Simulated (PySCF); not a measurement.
## Ca⁺: interval between two levels

Ca⁺ [Ar] 4s1 [2S1/2, M_J = 1/2] → Ca⁺ [Ar] 4p1 [2P3/2, M_J = 3/2], as a difference of total energies. All numbers are calculated (PySCF 2.14, the two-component X2C-1e Hamiltonian, in x2c-SVPall-2c with one added diffuse shell of s type (6s5p2d, 31 functions)). Correlated levels: [Ne] frozen; the 6 highest virtual spinors dropped. "Screened" scales the spin-orbit matrix elements by Boettger's factors to mimic the two-electron term; Breit and QED terms are absent.

```csv
method,interval between two levels (cm⁻¹),error (cm⁻¹)
GHF (spin-free),25016,-398
GMP2 (spin-free),25658,+243
GHF (screened spin-orbit),25106,-308
GMP2 (screened spin-orbit),25749,+335
```

Reference: 25414 cm⁻¹ (measured; NIST Handbook of Basic Atomic Spectroscopic Data (Sansonetti and Martin, J. Phys. Chem. Ref. Data 34, 1559 (2005))).

Errors of the correlated levels include the incompleteness of this basis and the frozen core.
